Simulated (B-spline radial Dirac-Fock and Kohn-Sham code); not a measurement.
# Binding energies of Ho¹⁴⁺ at several levels of theory

System: the Ho¹⁴⁺ ion, configuration [Kr] 4d10 4f6 5s1.

The density-functional columns are spherical, spin-unpolarised Dirac-Kohn-Sham results without Breit or QED terms: −ε is minus the orbital energy of the initial state and ΔSCF the difference of two total energies. The reference in the last column comes from Dirac-Fock energy differences between relaxed states, corrected for Breit and QED terms. All numbers are from an atomic code on a B-spline grid, in eV; a selection of levels is shown. The Kohn-Sham columns are given as differences from the reference. For the 1s level of heavy atoms much of the gap between ΔSCF and the reference is the Breit and QED part, -250.9 eV here; for other levels the error of the functional can be larger.

| level | LDA −ε − DF | LDA ΔSCF − DF | Dirac-Fock |
| --- | --- | --- | --- |
| K (1s) | -256.7 | +238.2 | 55932.5 |
| L1 (2s) | -157.8 | -60.2 | 9717.7 |
| L2 (2p1/2) | -117.0 | +4.8 | 9235.0 |
| L3 (2p3/2) | -126.0 | -16.8 | 8388.0 |
| M1 (3s) | -83.6 | -48.1 | 2452.9 |
| M2 (3p1/2) | -67.9 | -30.7 | 2243.2 |
| M3 (3p3/2) | -67.0 | -31.9 | 2063.4 |
| M4 (3d3/2) | -46.7 | -6.6 | 1708.6 |
| M5 (3d5/2) | -47.5 | -8.3 | 1670.3 |
| N2 (4p1/2) | -34.9 | -16.0 | 657.0 |
| N3 (4p3/2) | -34.8 | -16.6 | 614.9 |
| N4 (4d3/2) | -21.6 | -3.8 | 472.5 |
| N5 (4d5/2) | -21.7 | -4.1 | 464.7 |
| N6,7 (4f) | -13.9 | +3.0 | 297.0 |
| O1 (5s) | -4.9 | +5.5 | 296.0 |

Values without a named source are computed, but for edge energies of neutral atoms, which are taken from tables.
